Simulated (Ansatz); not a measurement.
A search over several starts for the lowest SCF solution of the cluster SbTe₂⁺ at the given spin, in a small basis.

```yaml
crystal:
  periodic: [false, false, false]
  atoms:
    - {symbol: Sb, position_ang: [-0.688503, 0.820868, -1.239772]}
    - {symbol: Te, position_ang: [1.286366, 0.532594, 0.721076]}
    - {symbol: Te, position_ang: [-0.597864, -1.353462, 0.518695]}
basis:
  gaussian: {orbitals: def2-SVP, initial_orbitals: start.molden}
total_charge: 1
magnetization: {spin_polarized: true, initial_magnetization: 2}
hamiltonian: {xc: pbe0, dispersion: d4}
output: {orbitals: {seedname: orbitals}}
```

The file start.molden holds the orbitals of an earlier run on this structure, at another level or in another basis.

```sh
$ ansatz run in.yaml --threads 4 --pin off --events-out ev --progress --plain --max-ram 3916MiB
```

It prints (some lines left out):

```
Functional definition: PBE0
1000 factors; integrals over basis functions are off by at most 1.9e-4 eV
mean field evaluation 1: about -21118.8499 eV, gradient 2.4e-1 eV
mean field evaluation 2: about -21118.9246 eV, gradient 1.4e-4 eV
mean field evaluation 4: about -21118.9246 eV, gradient 1.2e-5 eV
mean field evaluation 8: about -21118.8471 eV, gradient 6.3e-1 eV
mean field evaluation 16: about -21118.9246 eV, gradient 1.2e-3 eV
mean field -21118.92464668 eV, -776.1061658442 hartree, gradient 1.2e-5 eV, S^2 2.006052; 1 other end points of the search recorded, 0 dependent functions left out
reference -21118.92466709 eV, -776.1061665945 hartree; 36, 34 occupied and 42, 44 virtual orbitals, 1000 factors
Total energy: -21119.06904078 eV, -776.1114722296 hartree
```

It took 1.4 s on 4 threads of Intel Xeon Platinum 8488C on a shared host.

In the def2 sets Sb, Te take a core potential; there is no spin–orbit coupling. The structure comes from a short search, and lower isomers may exist.
